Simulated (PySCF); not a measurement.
Electron correlation in Pm³⁺ (promethium, charge +3)

[Xe] 4f4, one real determinant. Calculation: PySCF 2.14, in x2c-TZVPPall (11s7p7d4f2g, 113 functions); the spin-free X2C one-electron Hamiltonian (Gaussian nucleus). Frozen: [Kr] 4d10; 12 electrons correlated.

```tsv
level	correlation energy (mhartree)
CCSD	-310.16
(T)	-11.23
CCSD(T)	-321.39
```

Diagnostics: T1 = 0.0060, D1 = 0.0148, largest double amplitude 0.162.

The real determinant used has ⟨L²⟩ near 34 against 42 for a pure I term, so it mixes terms. Spin-orbit coupling, absent here, splits the open shell strongly. A double-excitation amplitude exceeds 0.15, a sign of near-degeneracy.

Cost of the coupled-cluster step: roughly 80 core-seconds, for 12 correlated electrons.

Iterations:

```
CC2 = 0
CCSD nocc = (np.int64(8), np.int64(4)), nmo = (90, 90)
frozen orbitals [[0, 1, 2, 3, 4, 5, 6, 7, 8, 9, 10, 11, 12, 13, 14, 15, 16, 17, 18, 19, 20, 21, 22], [0, 1, 2, 3, 4, 5, 6, 7, 8, 9, 10, 11, 12, 13, 14, 15, 16, 17, 18, 19, 20, 21, 22]]
max_cycle = 100
direct = 0
conv_tol = 1e-08
conv_tol_normt = 1e-06
diis_space = 8
diis_start_cycle = 0
Init t2, MP2 energy = -0.29197308338322
Init E_corr(UCCSD) = -0.291973083386436
cycle = 1  E_corr(UCCSD) = -0.299102965272417  dE = -0.00712988189  norm(t1,t2) = 0.0412936
cycle = 2  E_corr(UCCSD) = -0.304314196273772  dE = -0.005211231  norm(t1,t2) = 0.0162088
cycle = 3  E_corr(UCCSD) = -0.306348363984214  dE = -0.00203416771  norm(t1,t2) = 0.0115695
cycle = 4  E_corr(UCCSD) = -0.307198277383548  dE = -0.000849913399  norm(t1,t2) = 0.00948893
cycle = 5  E_corr(UCCSD) = -0.308809818687049  dE = -0.0016115413  norm(t1,t2) = 0.00816543
cycle = 6  E_corr(UCCSD) = -0.309949816797209  dE = -0.00113999811  norm(t1,t2) = 0.00386187
cycle = 7  E_corr(UCCSD) = -0.310116247712916  dE = -0.000166430916  norm(t1,t2) = 0.00136572
cycle = 8  E_corr(UCCSD) = -0.310099519374278  dE = 1.67283386e-05  norm(t1,t2) = 0.000816407
cycle = 9  E_corr(UCCSD) = -0.310143564920333  dE = -4.40455461e-05  norm(t1,t2) = 0.000665194
cycle = 10  E_corr(UCCSD) = -0.310153351846827  dE = -9.78692649e-06  norm(t1,t2) = 0.000416382
cycle = 11  E_corr(UCCSD) = -0.310159934920497  dE = -6.58307367e-06  norm(t1,t2) = 0.000175414
cycle = 12  E_corr(UCCSD) = -0.310158241961884  dE = 1.69295861e-06  norm(t1,t2) = 4.32819e-05
cycle = 13  E_corr(UCCSD) = -0.310158508541043  dE = -2.66579159e-07  norm(t1,t2) = 1.08412e-05
cycle = 14  E_corr(UCCSD) = -0.310158503441216  dE = 5.09982723e-09  norm(t1,t2) = 4.10976e-06
cycle = 15  E_corr(UCCSD) = -0.310158593108782  dE = -8.96675663e-08  norm(t1,t2) = 1.81415e-06
cycle = 16  E_corr(UCCSD) = -0.310158576718368  dE = 1.6390414e-08  norm(t1,t2) = 1.07678e-06
cycle = 17  E_corr(UCCSD) = -0.310158520248819  dE = 5.64695494e-08  norm(t1,t2) = 8.40304e-07
cycle = 18  E_corr(UCCSD) = -0.31015845259658  dE = 6.7652239e-08  norm(t1,t2) = 6.77706e-07
cycle = 19  E_corr(UCCSD) = -0.310158350987959  dE = 1.01608621e-07  norm(t1,t2) = 5.17188e-07
cycle = 20  E_corr(UCCSD) = -0.310158299576111  dE = 5.14118483e-08  norm(t1,t2) = 2.89205e-07
cycle = 21  E_corr(UCCSD) = -0.310158285816781  dE = 1.37593296e-08  norm(t1,t2) = 1.79664e-07
cycle = 22  E_corr(UCCSD) = -0.310158275761065  dE = 1.0055716e-08  norm(t1,t2) = 1.49184e-07
cycle = 23  E_corr(UCCSD) = -0.310158272638617  dE = 3.12244791e-09  norm(t1,t2) = 1.15315e-07
UCCSD converged
E(UCCSD) = -10015.14515394019  E_corr = -0.3101582726386171
UCCSD(T) correction = -0.0112293547141739
```

The reference is one real determinant that mixes LS terms of this configuration.
